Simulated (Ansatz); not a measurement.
`[OH2+][In-]([Cl])([Cl])[Cl]`, relaxed with RKS PBE0-D4/def2-TZVP in the Gaussian-basis code of Ansatz from a PBE-D4/def2-SVP geometry. The force threshold is 0.005 eV/Å; the program also tests the step.

Charge 0, multiplicity 1. In takes the def2 core potential.

Start:

```xyz
7

O     1.362   -0.125   -0.202
In   -0.852    0.141    0.470
Cl   -1.286   -2.050   -0.333
Cl   -0.930    0.604    2.768
Cl   -1.006    1.902   -1.118
H     1.318   -1.001   -0.647
H     1.394    0.529   -0.937
```

| step | energy (eV) | largest force (eV/Å) | largest move (Å) |
| --- | --- | --- | --- |
| 1 | -44814.2260 | 0.921 | 0.000 |
| 2 | -44814.2823 | 0.727 | 0.076 |
| 3 | -44814.3000 | 0.411 | 0.065 |
| 4 (rejected) | -44814.2956 | 0.173 | 0.200 |
| 5 | -44814.3073 | 0.121 | 0.056 |
| 6 | -44814.3080 | 0.028 | 0.017 |
| 7 | -44814.3081 | 0.003 | 0.006 |

End:

```xyz
7

O     1.310   -0.124   -0.204
In   -0.888    0.137    0.410
Cl   -1.408   -2.009   -0.318
Cl   -0.832    0.578    2.669
Cl   -1.156    1.896   -1.086
H     1.439   -1.001   -0.585
H     1.535    0.522   -0.885
```

Run time 35 s (4 threads of a server CPU on a shared host); peak host memory 0.72 GiB.
